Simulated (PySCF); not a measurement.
These compounds are isomers of formula C$_{5}$H$_{6}$N$_{2}$O.

A. `CC(=O)N/C=C/C#N`
B. `C(C=C)C1=NC=NO1`
C. SMILES C=C(CC#N)NC=O
D. 2-methoxypyrazine (SMILES COc1cnccn1)
E. `Nc1cnccc1O`

Spectrum 1. 1H NMR (500 MHz, computed): δ 7.86 (m, 1H), 6.54 (br, 1H), 4.57 (d, 1H), 2.05 (s, 3H). 13C{1H} NMR (computed): δ 167.8 (C), 148.5 (CH), 121.7 (C), 80.6 (CH), 24.4 (CH3).

Spectrum 2. 1H NMR (500 MHz, computed): δ 8.07 (dd, J = 2.1, 1.1 Hz, 1H), 6.16 (br, 1H), 5.14 (dtd, J = 3.7, 2.5, 1.1 Hz, 1H), 4.68 (dt, J = 3.7, 2.2 Hz, 1H), 4.04 (t, J = 2.4 Hz, 2H). 13C{1H} NMR (computed): δ 159.7 (CH), 144.2 (C), 120.7 (C), 99.6 (CH2), 24.2 (CH2).

Spectrum 3. 1H NMR (500 MHz, computed): δ 8.36 (s, 1H), 6.26 (m, 1H), 5.72 (m, 1H), 5.51 (m, 1H), 3.84 (d, 2H). 13C{1H} NMR (computed): δ 185.0 (C), 163.2 (CH), 141.5 (CH), 126.4 (CH2), 37.5 (CH2).

Spectrum 4. 1H NMR (500 MHz, computed): δ 8.26 (s, 1H), 8.06 (d, 1H), 6.47 (d, 1H), 4.15 (br s, 1H), 3.49 (br s, 2H). 13C{1H} NMR (computed): δ 154.2 (C), 144.1 (CH), 140.5 (CH), 136.1 (C), 112.9 (CH).

Spectrum 5. 1H NMR (500 MHz, computed): δ 8.56 (s, 1H), 8.45 (m, 1H), 8.39 (m, 1H), 4.15 (s, 3H). 13C{1H} NMR (computed): δ 167.6 (C), 147.6 (CH), 142.1 (CH), 140.1 (CH), 55.9 (CH3).

All values are calculated (PySCF 2.14.0 with density-fitted response routines): GIAO PBE0/pcSseg-1 shieldings, spin–spin couplings from B3LYP/pcJ-1 (spin–dipole term left out of most H,H and C,H couplings), GFN2-xTB geometry. One conformer, gas phase, equivalent nuclei averaged, no relativistic terms.

Chemical shifts δ = σref − σ; 1H, 13C against TMS, all at this level. Multiplet labels drop J under 1 Hz and among equivalent protons, and merge close values. Unscaled 3J(H,H) run several per cent high. Where no couplings were computed, multiplicities follow the n + 1 count of equivalent neighbours, and m marks all less simple cases (inequivalent or close neighbours, rings, F or P nearby). Vicinal couplings that depend on rotamer populations or ring flexing (ring, CH–CH, X–H and H–F types) are those of the one conformer. Acid and N–H amide carbonyl carbons lie up to 10 ppm further downfield in solution (hydrogen bonding). Shifts are as computed. Against solution values, carbons near 30 ppm lie about +3 ppm off and those near 130 ppm about +5 ppm. Of 1211 compounds with measured shifts, 218 miss one by over three times the rms of a fit or turn the order of signals round; such compounds aren't used in these exercises. OH and NH positions are gas-phase values without hydrogen bonding to other molecules.

Question: Which spectrum belongs to which compound?

Answer: 1–A, 2–C, 3–B, 4–E, 5–D.

- Spectrum 1 (A): 5 13C signals; δC 167.8 is an amide carbonyl carbon; δC 148.5 is an alkene carbon bearing nitrogen.
- Spectrum 2 (C): 5 13C signals; δC 159.7 is an amide carbonyl carbon; δC 144.2 is an alkene carbon bearing nitrogen.
- Spectrum 3 (B): 5 13C signals; δC 141.5 is an alkene CH; δC 126.4 is a terminal =CH2 carbon.
- Spectrum 4 (E): 5 13C signals; δC 154.2 is an aromatic carbon bearing oxygen; δC 144.1 is an aromatic CH next to a ring nitrogen.
- Spectrum 5 (D): 5 13C signals; δC 167.6 is an aromatic carbon bearing oxygen; δC 147.6 is an aromatic CH next to a ring nitrogen.
